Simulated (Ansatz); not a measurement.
```yaml
crystal:
  periodic: [false, false, false]
  atoms:
    - {symbol: F, position_ang: [0.323377, 0.194000, -2.511754]}
    - {symbol: Si, position_ang: [-0.195114, 1.131284, -1.321166]}
    - {symbol: S, position_ang: [-1.333363, 0.018163, 0.090901]}
    - {symbol: Si, position_ang: [0.314067, -0.775564, 1.177791]}
    - {symbol: F, position_ang: [0.769123, 0.237809, 2.322063]}
    - {symbol: H, position_ang: [-1.106567, 2.141251, -1.926290]}
    - {symbol: H, position_ang: [-0.152315, -2.017106, 1.828793]}
    - {symbol: H, position_ang: [1.472993, -0.986936, 0.283761]}
basis:
  gaussian: {orbitals: cc-pVDZ}
magnetization: {spin_polarized: false, initial_magnetization: 1}
hamiltonian: {xc: {name: wB97X}}
```

```sh
$ ansatz run in.yaml --threads 4 --pin off --events-out ev --progress --plain --max-ram 10444MiB
```

Output, abridged:

```
Functional definition: wB97X
946 factors; integrals over basis functions are off by at most 9.9e-4 eV
280 factors; integrals over basis functions are off by at most 7.0e-6 eV
mean field evaluation 1: about -32071.2832 eV, gradient 4.1e1 eV
mean field evaluation 2: about -32071.3671 eV, gradient 4.1e1 eV
mean field evaluation 4: about -32074.4365 eV, gradient 3.0e0 eV
mean field evaluation 8: about -32074.4725 eV, gradient 4.1e-1 eV
mean field evaluation 16: about -32074.4731 eV, gradient 4.8e-4 eV
mean field -32074.47310990 eV, -1178.7151459299 hartree, gradient 2.8e-5 eV, S^2 0.750000; 0 other end points of the search recorded, 0 dependent functions left out
reference -32074.47308264 eV, -1178.7151449284 hartree; 33, 32 occupied and 64, 65 virtual orbitals, 946 factors
Total energy: -32074.47308264 eV, -1178.7151449284 hartree
```

Run time 2.7 s (4 threads of an Intel Xeon 6975P-C on a shared host); peak host memory 0.46 GiB.
